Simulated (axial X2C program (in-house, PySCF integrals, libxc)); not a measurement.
# Spin–orbit effects down a group: molecules with P (ions), PBE0

Computed with an axial X2C code built on PySCF integrals, spin-free (one-electron X2C) or two-component (2c: spin–orbit coupling with atomic mean-field Coulomb and Gaunt terms, which also bring small scalar terms), in Dyall basis sets with cores contracted in-house; open shells are unrestricted.

Basis sets: C dyall-av3z, Ge dyall-acv3z, P dyall-av3z, Si dyall-av3z, Sn dyall-acv3z.

| molecule | spin-free state | Re (Å) | ωe (cm⁻¹) | De (eV) | 2c state | Re 2c (Å) | ωe 2c (cm⁻¹) | De 2c (eV) |
| --- | --- | --- | --- | --- | --- | --- | --- | --- |
| PC⁻ | M_S = 0, Λ = 0 | 1.598 | 1219.3 | 6.62 | Ω = 0 | 1.598 | 1219.2 | 6.62 |
| SiP⁻ | M_S = 0, Λ = 0 | 2.008 | 698.5 | 5.03 | Ω = 0 | 2.009 | 698.4 | 5.03 |
| GeP⁻ | M_S = 0, Λ = 0 | 2.067 | 546.9 | 4.64 | Ω = 0 | 2.067 | 546.5 | 4.64 |
| SnP⁻ | M_S = 0, Λ = 0 | 2.260 | 466.8 | 3.92 | Ω = 0 | 2.261 | 465.3 | 3.90 |

Fragments in 2c: P + C-, P + Si-, Ge- + P, Sn- + P. Each entry is the lowest single determinant of a limited PBE0 search at one distance. De goes to single-determinant-based atoms at the same level (for ions the charge split of lowest energy) and is withheld (n/a) where an atom does not fit its ground term or J level. Main or longest-lived isotopes. The functionals have no current term, which raises determinants with orbital currents.
